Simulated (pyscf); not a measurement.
## H₂Si=SiH–SiH₃, singlet

Gas-phase minimum from PySCF at ωB97X-D3(BJ)/def2-SVP, one conformer. H₂Si=SiH–SiH₃ lies 10.9 kcal/mol over its isomer cyclic H₆Si₃ (SMILES [SiH2]1[SiH2][SiH2]1), and others may lie lower still (electronic energy, ωB97M-D3(BJ)). 

```xyz
9

Si    -1.4675     1.6705    -0.0974
Si    -1.9096    -0.3945    -0.2604
Si    -0.1838    -1.8948     0.0561
H     -0.0893     2.1280     0.2104
H     -2.4521     2.7677    -0.2700
H     -3.2885    -0.8537    -0.5683
H      1.0371    -1.0875     0.3424
H      0.0457    -2.7270    -1.1609
H     -0.4568    -2.8064     1.2053
```

Bond lengths (Å): Si1–Si2 2.118, Si1–H4 1.484, Si1–H5 1.484, Si2–Si3 2.309, Si2–H6 1.486, Si3–H7 1.491, Si3–H8 1.492, Si3–H9 1.492. Angles (°): Si2–Si1–H4 120.7, Si2–Si1–H5 125.0, H4–Si1–H5 114.3, Si1–Si2–Si3 117.8, Si1–Si2–H6 120.7, Si3–Si2–H6 121.4, Si2–Si3–H7 106.6, Si2–Si3–H8 111.4, Si2–Si3–H9 111.5, H7–Si3–H8 109.4, H7–Si3–H9 109.4, H8–Si3–H9 108.4.

Properties at ωB97X-D3(BJ)/def2-SVP:

* **Harmonic wavenumbers, unscaled**: 78, 100, 164, 395, 426, 450, 559, 564, 573, 639, 725, 897, 931, 943, 961, 2246, 2250, 2258, 2280, 2286, 2301 cm⁻¹
* **Zero-point energy**: 31.5 kcal/mol
* **Rotational symmetry number**: 1
* **Entropy of this conformer at 298 K and 1 atm, rigid rotor and harmonic oscillator, modes under 100 cm⁻¹ raised to 100**: 336.4 J/(mol K)
* **Dipole moment**: 0.11 D

Single-point totals, which compare only within one level (frozen core for MP2 and CC):

| level | total energy (hartree) |
|---|---|
| ωB97X-D3(BJ)/def2-TZVP | -872.12915 |
| PBE/def2-TZVP | -871.58622 |
| r²SCAN/def2-TZVP | -871.96064 |
| B3LYP-D3(BJ)/def2-TZVP | -872.12879 |
| PBE0-D3(BJ)/def2-TZVP | -871.68110 |
| M06-2X/def2-TZVP | -871.96326 |
| ωB97M-D3(BJ)/def2-TZVP | -872.16143 |
| HF/def2-TZVPP | -870.24860 |
| MP2/def2-TZVPP | -870.61803 |
| CCSD/def2-TZVPP | -870.67736 |
| CCSD(T)/def2-TZVPP | -870.69638 |

Soft torsions are taken as harmonic, which can shift the entropy by several J/(mol K). The CCSD(T) − MP2 part came from Ansatz, without density fitting, on the same reference.
